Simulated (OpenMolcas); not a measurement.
## Mo3+: moving or changing the point charges

Mo3+ among 6 point charges of -1.5 e arranged as an octahedron (Oh), 2.12 Å from the ion.
```
   2.1200    0.0000    0.0000  -1.50
   0.0000    2.1200    0.0000  -1.50
  -2.1200    0.0000    0.0000  -1.50
   0.0000   -2.1200    0.0000  -1.50
   0.0000    0.0000    2.1200  -1.50
   0.0000    0.0000   -2.1200  -1.50
```

```yaml
Program: OpenMolcas 26.06
Method: CASSCF
Basis: ANO-RCC-VTZP [7s6p4d2f1g]
Scalar_Hamiltonian: DKH2, point nucleus
Active_space: 3 electrons in 5 orbitals (4d)
State_averaging: 2S+1 = 4 even, 10 roots; 2S+1 = 2 even, 40 roots
Spin-orbit_coupling: RASSI with atomic mean-field integrals over the reference wave functions
```

Runs around this geometry, states (labels of O, the rotations of Oh). Energies in cm-1 above the lowest state or level, χT in cm3 K/mol; 10Dq and B are least-squares fits to the states below 45000 cm-1, weighted by degeneracy, with a free offset, and given where the rms deviation is under 5 % of |10Dq| (or 100 cm-1) and under 700 cm-1.

| R (Å) | q (e) | Ground state | First state of that spin | 10Dq | B (rms of fit) | First gap with spin-orbit (degeneracies) | χT at 300 K | First state of another spin |
| --- | --- | --- | --- | --- | --- | --- | --- | --- |
| 2.12 | -0.98 | 4A2 | 4T2 5203 | 5453 | 807 (104) | 5060 (4, 2) | 1.285 | 2E 14834 |
| 2.03 | -1.5 | 4A2 | 4T2 9734 |  |  | 9524 (4, 2) | 1.543 | 2E 14807 |
| 2.12 | -1.5 | 4A2 | 4T2 7918 |  |  | 7725 (4, 2) | 1.470 | 2E 14868 |
| 2.28 | -1.5 | 4A2 | 4T2 5587 |  |  | 5434 (4, 2) | 1.320 | 2E 14852 |

Taking the first state of the same spin as R^-n, n = -ln(5587 / 9734) / ln(2.28 / 2.03) = 4.8 between the shortest and longest distance.

Scaling the charges by -0.98 / -1.5 = 0.65 scales the first state of the same spin by 5203 / 7918 = 0.66; with fixed orbitals a first-order splitting would follow the charge.

Without dynamic correlation the repulsion within the d shell is too large (B by tens of per cent), so at a given field states of lower spin stand too high. This field is weak: 10Dq is about 5453 cm-1, while octahedral complexes of 4d ions of charge 3 and more, computed by the same method with explicit ligands, had a median near 25000 cm-1. Ground spin and moment need not be those of a real site (figures for R = 2.12, q = -0.98; the like holds for R = 2.03, q = -1.5, R = 2.12, q = -1.5, R = 2.28, q = -1.5). Point charges carry no covalency, so the field is a model and not that of real ligands. No measured value stands beside these numbers.
